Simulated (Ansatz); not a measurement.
`C[SiH](N)[InH2]` → `C[N]([SiH3])[InH2]`  (isomerisation)

Isolated molecules relaxed with PBE0-D4/def2-TZVP in Ansatz; ΔE leaves out vibrations. CBS: MP2 limit from def2 TZ/QZ plus the TZ coupled-cluster correction, frozen cores. DFT in def2-TZVPP. HSE06 is defined as in plane-wave codes. Elements past krypton have def2 core potentials. For In outer-core shells are correlated without core-valence functions, which leaves a few kJ/mol of doubt a bond. One conformer a species, not always the lowest.

```csv
level,ΔE (kJ/mol),difference from CCSD(T)/CBS
revPBE-D4,74.1,10.7
r2SCAN0-D4,79.7,16.3
BHLYP-D4,70.2,6.8
CAM-B3LYP-D4,67.2,3.8
PBE0,84.0,20.6
HSE06,83.8,20.4
MP2/def2-SVP,38.8,-24.6
CCSD(T)/def2-TZVPP,61.4,-2.0
HF/def2-QZVPP,66.0,2.6
SCS-MP2/def2-QZVPP,56.5,-6.9
CCSD(T)/CBS,63.4,0
```

Largest T1 diagnostic among the species: 0.015.

In def2-TZVPP, CCSD(T) changes the Hartree–Fock value by −5.9 kJ/mol (the triples alone add −3.2 kJ/mol) and MP2 by −6.9 kJ/mol. The D4 term adds −4.0 kJ/mol with B3LYP and −2.0 kJ/mol with PBE0; it sums over pairs of atoms, weighted by their polarisabilities, and B3LYP, whose exchange is more repulsive, gets the larger term. At CCSD(T), def2-SVP lies −24.7 kJ/mol from the extrapolated value and def2-TZVPP −2.0 kJ/mol.

CCSD(T)/CBS has its own doubt, a few kJ/mol and more with outer-core shells, so smaller differences from it don't rank the levels.

B3LYP here is the variant with VWN-RPA as its local correlation; programs differ in this.
